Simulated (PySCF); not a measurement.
BH5O3Si, SMILES O([SiH3])B(O)O. Geometry optimised at PBE0-D3(BJ)/def2-SVP. The values are those of a single conformer.

Computed equilibrium geometry at PBE0-D3(BJ)/def2-SVP (PySCF confirms it by a frequency run) as Cartesian coordinates in Å, and its point group (one conformer of several):
point group Cs.
```xyz
10

B      0.0461    -0.9557     0.0000
O      0.8299    -2.0716     0.0000
H      0.3525    -2.9035     0.0000
O     -1.3260    -0.9600     0.0000
H     -1.7457    -1.8228     0.0000
O      0.6736     0.2507     0.0000
Si     0.0155     1.7854     0.0000
H     -0.8165     2.0084    -1.2190
H     -0.8165     2.0084     1.2190
H      1.1584     2.7396     0.0000
```
Charge 0, spin multiplicity 1.
